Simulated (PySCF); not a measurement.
# Name the molecule from its bond curve

A diatomic of charge -1 contains Br. Its doublet curve at PBE0 in a double-zeta basis (scalar-relativistic core potentials, PySCF), in eV from the separated fragments:

(R (Å), E (eV)): (1.817, -1.036), (1.902, -1.283), (1.986, -1.412), (2.050, -1.456), (2.113, -1.467), (2.176, -1.456), (2.261, -1.415), (2.367, -1.338), (2.493, -1.225), (2.662, -1.064)

The fit gives ωe = 407 cm⁻¹ and the rotational constant Bₑ = 0.3920 cm⁻¹.

Question: Which atom is the partner?

Answer: The minimum lies at 2.110 Å, so the reduced mass is 16.8576 u Å² cm⁻¹/(Bₑ·Re²) = 9.659 u. With Br at 78.92 u the partner weighs about 11.0 u: B. The molecule is BBr⁻.

Spin–orbit coupling is left out. The highest Kohn–Sham level is positive in this anion. Much of that is self-interaction error, but it also means that the finite basis helps to hold the extra electron. The state was picked by a PBE0 search and need not be the measured ground state.
